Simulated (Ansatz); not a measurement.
Saddle point of GeH₃SBr, closed shell (GeH₃SBr ([SH][GeH2][Br]) → GeH₂S ([S][GeH2]) + HBr; bonds formed: Br2–H4; bonds broken: Ge1–Br2, S3–H4), PBE0-D4/def2-TZVP structure:

```
6
angstrom
Ge -0.1279 0.5580 0.5809
Br -0.6321 -1.3913 -1.4356
S 1.8939 0.2848 0.2700
H 0.7510 -0.9743 -1.0215
H -0.9544 1.6763 -0.0784
H -0.9305 -0.1535 1.6846
```

Energies are electronic, without zero-point energy. Barriers and step energies count from the start structure reached by relaxing down the imaginary mode; all methods use the PBE0-D4 structures, on which another method's saddle can fall below an end. Program: Ansatz 0.2.0. Basis: def2-TZVPP, with def2-QZVPP for the basis limit. Cores are frozen in the correlated methods. Filled d shells of the heavier atoms are correlated. The def2 sets are not built for correlating such inner shells, so the correlated values are less sure here. B3LYP uses VWN-RPA correlation. Extrapolation: Hartree–Fock as exp(−7.88 √X), correlation as X^−2.97.

```csv
method,barrier (kcal/mol),step energy (kcal/mol)
SPW92,40.26,43.51
PBE-D4,?,41.48
BLYP-D4,41.34,39.16
r2SCAN-D4,45.25,44.34
B97M-V,?,42.29
PBE0-D4,46.00,45.07
B3LYP-D4,45.31,42.44
r2SCAN0-D4,48.14,46.55
BHLYP-D4,50.43,46.30
CAM-B3LYP-D4,48.34,44.85
wB97X-V,49.88,46.62
wB97M-V,47.83,44.78
B2PLYP,46.71,43.41
PBE-QIDH,48.87,47.03
RPA on PBE,47.27,42.68
HF,?,48.55
MP2,47.41,45.00
CCSD,50.29,45.47
CCSD(T),48.08,44.19
```

Fill in the withheld barriers. (Judge from chemistry; the value comes from the calculation.)

By the calculation: PBE-D4 41.34; B97M-V 45.67; HF 57.03 kcal/mol. Each is the energy of the saddle less that of the start structure, by the same method.

For comparison, the barrier by CCSD(T) at an estimated basis limit (MP2 extrapolated from triple and quadruple zeta, plus CCSD(T) − MP2 in triple zeta) is 46.35 kcal/mol.

The T1 diagnostic stays at or below 0.014.

Labels in which every atom is bracketed show which atoms are joined, not bond orders.

For scale, one of the runs: CCSD(T)/def2-TZVPP, 180 basis functions, launched by `ansatz run in.yaml --threads 4 --pin off --events-out ev --progress --plain --max-ram 9574MiB`. The run took 65 s on 4 CPU threads of an Arm Neoverse V1 (shared host), with 1.7 GiB of host memory at its peak.
